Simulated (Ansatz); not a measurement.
Ideal-gas functions of CHBrIN, SMILES `N=C(Br)I` at 500 K and 1 bar, from an Ansatz frequency run at PBE0-D4/def2-TZVP.

Molar mass 233.83 g/mol, point group Cs (symmetry number 1), electronic degeneracy 1, moments of inertia 87.228, 562.353, 649.581 u Å². Harmonic wavenumbers (cm⁻¹, unscaled): 153, 321, 432, 460, 693, 823, 1104, 1737, 3534.

Use S(trans) = R[1.5 ln M + 2.5 ln T − 1.1517]; rotational temperatures θ = 24.2544 K / I; S(rot) = R[ln(√π/σ · √(T³/θAθBθC)) + 1.5]; for each mode x = 1.438777 ν̃/T, S = R[x/(eˣ − 1) − ln(1 − e⁻ˣ)] and H = RT x/(eˣ − 1); 1 cm⁻¹ = 0.0119627 kJ/mol; R = 8.31446 J/(mol·K).

Question: By hand: the entropy, in J/(mol·K).

Answer: Translation 187.6. Rotation: θ = 0.2781, 0.0431, 0.0373 K, giving 126.8. Vibration, mode by mode: 15.20, 9.26, 7.02, 6.56, 3.83, 2.85, 1.50, 0.34, 0.00, in all 46.6. Electronic 0.0. Sum 361.0 J/(mol·K).

Question: By hand: H − E and G − E in kJ/mol, counted from the electronic energy.

Answer: Zero-point energy ½ × 9257 × 0.0119627 = 55.4; thermal vibration 13.0; translation, rotation and pV give 4 RT = 16.6. H − E = 85.0 kJ/mol, and G − E = 85.0 − 500 × 361.0/1000 = -95.5 kJ/mol.

Vibration gives 13 % of the entropy. The sum counts one conformer and one mirror image; others add a mixing term.
